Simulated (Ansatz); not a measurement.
Gas-phase electronic energies from Ansatz, PBE0-D4/def2-TZVP geometries. CBS: MP2 limit from def2 TZ/QZ plus the TZ coupled-cluster correction, frozen cores. Functionals use def2-TZVPP. HSE06 is defined as in plane-wave codes. Elements past krypton have def2 core potentials. For As, In outer-core shells are correlated without core-valence functions, which leaves a few kJ/mol of doubt a bond. Scalar relativity is left out up to krypton. Each species was taken in one conformer, which may not be the lowest.

Consider the ligand exchange at the In–O bond: `C[S][AlH][O][InH2]` + arsine → `[AsH2][InH2]` + `C[S][AlH][OH]`.

`C[S][AlH][O][InH2]`:

Cartesian coordinates in Å:
```
C 0.354 -1.222 1.852
S -1.248 -0.384 2.085
Al -1.450 0.731 0.226
O -0.253 0.638 -0.938
In 0.859 0.890 -2.551
H 0.778 -0.994 0.876
H 0.203 -2.298 1.937
H 1.041 -0.895 2.631
H -2.753 1.604 0.035
H 1.839 2.286 -2.458
H 0.632 -0.357 -3.696
```

`[AsH3]`:

Z-matrix (Å, degrees):
```
As
H 1 1.522
H 1 1.522 2 92.0
H 1 1.522 2 92.0 3 -92.1
```

`[AsH2][InH2]`:

Cartesian coordinates in Å:
```
As 1.357 -0.834 0.013
In -0.892 0.354 0.507
H 0.837 -1.378 -1.311
H 1.935 0.416 -0.634
H -0.871 1.950 1.164
H -2.367 -0.508 0.261
```

`C[S][AlH][OH]`:

Z-matrix (Å, degrees):
```
C
S 1 1.823
H 1 1.090 2 111.8
H 1 1.089 2 108.8 3 120.5
H 1 1.089 2 108.7 3 -120.4
Al 2 2.172 1 100.3 3 -0.7
O 6 1.690 2 120.9 1 180.0
H 6 1.575 2 120.1 1 -0.1
H 7 0.955 6 125.0 2 -0.1
```

| level | ΔE (kJ/mol) | difference from CCSD(T)/CBS |
| --- | --- | --- |
| LDA (SPW92) | -30.7 | -13.9 |
| PBE0-D4 | -30.9 | -14.1 |
| r2SCANh-D4 | -23.0 | -6.2 |
| HSE06-D4 | -31.6 | -14.8 |
| PBE-QIDH | -26.7 | -9.9 |
| PBE | -29.0 | -12.2 |
| revPBE | -28.7 | -11.9 |
| HSE06 | -33.2 | -16.4 |
| LC-ωPBE | -19.5 | -2.7 |
| SCS-MP2/def2-TZVPP | -12.1 | 4.7 |
| CCSD(T)/CBS | -16.8 | 0 |

**Question.** What do rigid-rotor, harmonic-oscillator terms from PBE0-D4/def2-TZVP frequencies (298.15 K, 1 bar) make of the CCSD(T)/CBS value? (Best estimate.)

**Answer.** Ansatz gave: ΔZPE = +7.7 kJ/mol, ΔH = -11.1 kJ/mol, ΔS = -10 J/(mol·K), ΔG = -8.1 kJ/mol. Modes under 50 cm⁻¹ make the entropy rough.

Largest T1 diagnostic among the species: 0.015.

From PBE to PBE0 (25 % exact exchange), in def2-TZVPP and without D4, ΔE moves by −3.7 kJ/mol. At CCSD(T), def2-SVP lies +15.8 kJ/mol from the extrapolated value and def2-TZVPP +2.0 kJ/mol.
